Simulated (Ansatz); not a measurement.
Input for Ansatz (a program for electronic structure): U-PBE0/def2-TZVPP on AsN, 2S+1 = 3, a spin state set in the input, which need not be the lowest.

Ansatz 0.2 input:
```yaml
crystal:
  periodic: [false, false, false]
  atoms:
    - {symbol: N, position_ang: [0.00000000, 0.00000000, 0.00000000]}
    - {symbol: As, position_ang: [0.00000000, 0.00000000, 1.80500000]}
basis:
  gaussian:
    orbitals: def2-TZVPP
hamiltonian:
  xc: {name: PBE0}
magnetization: {spin_polarized: true, initial_magnetization: 2}
relax: {f_tol: 0.002, max_steps: 120}
```

The log:

```
WARN ansatz: RAYON_NUM_THREADS=2 ignored (pool sized by the plan → 2); use --threads N
Functional definition: PBE0
integrals: 0.02 GiB planned
578 factors; their error is unknown
mean field: 0.27 GiB planned
mean field evaluation 1: about -62312.4558 eV, gradient 3.4e1 eV
mean field evaluation 2: about -62262.8821 eV, gradient 8.6e1 eV
mean field evaluation 4: about -62318.0764 eV, gradient 3.0e0 eV
mean field evaluation 8: about -62318.1334 eV, gradient 1.2e-1 eV
mean field evaluation 16: about -62318.3966 eV, gradient 3.8e-3 eV
mean field evaluation 32: about -62318.2614 eV, gradient 8.2e-1 eV
mean field -62318.39662138 eV, -2290.1588349092 hartree, gradient 8.1e-6 eV, S^2 2.085750; 4 other end points of the search recorded, 0 dependent functions left out
the calculation of the forces begins
reference -62318.39663872 eV, -2290.1588355464 hartree; 21, 19 occupied and 58, 60 virtual orbitals, 578 factors
relax step   1: F+E_penalty+E_count = -62318.39662138 eV  Δ(F+E_penalty+E_count) = +0.000e0 eV  max|allowed force component| = 1.019e0 eV/Å  Δτ_max = 0.0000 Å  (89 SCF iters, accepted)
these checks for a lower state are left out or cut short: starts, cluster_reference, orbital_swaps, neighbouring_geometries, increment
integrals: 0.02 GiB planned
578 factors; their error is unknown
mean field: 0.27 GiB planned
mean field -62318.41473214 eV, -2290.1595004674 hartree, gradient 2.2e-5 eV, S^2 2.054841; 0 other end points of the search recorded, 0 dependent functions left out
the calculation of the forces begins
reference -62318.41474937 eV, -2290.1595011005 hartree; 21, 19 occupied and 58, 60 virtual orbitals, 578 factors
relax step   2: F+E_penalty+E_count = -62318.41473214 eV  Δ(F+E_penalty+E_count) = -1.811e-2 eV  max|allowed force component| = 4.853e-1 eV/Å  Δτ_max = 0.0119 Å  (63 SCF iters, accepted)
these checks for a lower state are left out or cut short: starts, cluster_reference, orbital_swaps, neighbouring_geometries, increment
integrals: 0.02 GiB planned
578 factors; their error is unknown
mean field: 0.27 GiB planned
mean field -62318.41910998 eV, -2290.1596613501 hartree, gradient 2.8e-5 eV, S^2 2.038025; 0 other end points of the search recorded, 0 dependent functions left out
the calculation of the forces begins
reference -62318.41912712 eV, -2290.1596619801 hartree; 21, 19 occupied and 58, 60 virtual orbitals, 578 factors
relax step   3: F+E_penalty+E_count = -62318.41910998 eV  Δ(F+E_penalty+E_count) = -4.378e-3 eV  max|allowed force component| = 7.750e-2 eV/Å  Δτ_max = 0.0104 Å  (61 SCF iters, accepted)
these checks for a lower state are left out or cut short: starts, cluster_reference, orbital_swaps, neighbouring_geometries, increment
integrals: 0.02 GiB planned
578 factors; their error is unknown
mean field: 0.27 GiB planned
mean field evaluation 64: about -62318.4192 eV, gradient 1.2e-4 eV
mean field -62318.41921295 eV, -2290.1596651344 hartree, gradient 1.1e-5 eV, S^2 2.039752; 0 other end points of the search recorded, 0 dependent functions left out
the calculation of the forces begins
reference -62318.41923011 eV, -2290.1596657647 hartree; 21, 19 occupied and 58, 60 virtual orbitals, 578 factors
relax step   4: F+E_penalty+E_count = -62318.41921295 eV  Δ(F+E_penalty+E_count) = -1.030e-4 eV  max|allowed force component| = 1.431e-4 eV/Å  Δτ_max = 0.0013 Å  (67 SCF iters, accepted)
integrals: 0.02 GiB planned
578 factors; their error is unknown
mean field: 0.27 GiB planned
mean field evaluation 96: about -62317.5086 eV, gradient 1.4e-3 eV
mean field evaluation 128: about -62318.2412 eV, gradient 1.1e0 eV
mean field -62318.41921295 eV, -2290.1596651344 hartree, gradient 1.1e-5 eV, S^2 2.039752; 8 other end points of the search recorded, 0 dependent functions left out
the calculation of the forces begins
reference -62318.41923011 eV, -2290.1596657647 hartree; 21, 19 occupied and 58, 60 virtual orbitals, 578 factors
Total energy: -62318.41923011 eV, -2290.1596657647 hartree
Atom 0 at     0.000000     0.000000     0.020904 Å, force     0.000000     0.000000    -0.000143 eV/Å
Atom 1 at    -0.000000    -0.000000     1.784096 Å, force    -0.000000    -0.000000     0.000143 eV/Å
Dipole moment:     0.000000    -0.000000     0.439316 e Å
```

The run converged.

Cost: very roughly 15 core-seconds.
